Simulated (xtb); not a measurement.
Harmonic IR lines of one isomer of C10H9BO, unscaled. Computed with GFN2-xTB run with xtb.

wavenumber (cm⁻¹): 364 (w), 403 (s), 777 (w), 787 (m), 806 (w), 1009 (m), 1053 (w), 1103 (w), 1139 (m), 1157 (w), 1168 (m), 1264 (vs), 1304 (w), 1354 (w), 1377 (w), 1445 (w), 1510 (w), 1590 (m), 2648 (m), 2689 (m), 2998 (m), 3037 (w), 3059 (m), 3115 (w), 3127 (m), 3137 (m), 3496 (w)

Question: Which structure gives these lines?
A. `Bc1c(O)cccc2cccc1-2`
B. `Bc1ccc2ccc(O)ccc1-2`
C. `Bc1ccc2cccc(O)cc1-2`
D. `Bc1cc2cccc(O)cc-2c1`

Answer: A, `Bc1c(O)cccc2cccc1-2`
